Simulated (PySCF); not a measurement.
Computed shifts of a molecule C4H9NSi, PBE/pcSseg-1 (PySCF), GIAO, gas phase, atoms alike by connectivity averaged where their shifts nearly agree, in ppm (number of nuclei): ²⁹Si: -57.8 (1). ¹⁵N: 29.4 (1). ¹³C: 137.1 (2), 66.5 (2). ¹H: 6.21 (2), 5.11 (3), 4.58 (4). References: ²⁹Si against TMS (σ = 335.4 ppm); ¹⁵N against NH3 (σ = 267.0 ppm); ¹³C against TMS (σ = 182.0 ppm); ¹H against TMS (σ = 31.49 ppm), references at their B3LYP-D3(BJ)/def2-TZVP geometries, non-relativistic. Coordinates come from a r2SCAN-D4/def2-SVP optimisation. One conformer was computed; it need not be the lowest.

### Question
Which structure fits?
(A) C[C@H]1C=C[Si@H]1N
(B) [SiH3]N1CC=CC1
(C) CC1=CC[Si@@H]1N
(D) C[SiH2]CCC#N

### Answer
B, [SiH3]N1CC=CC1
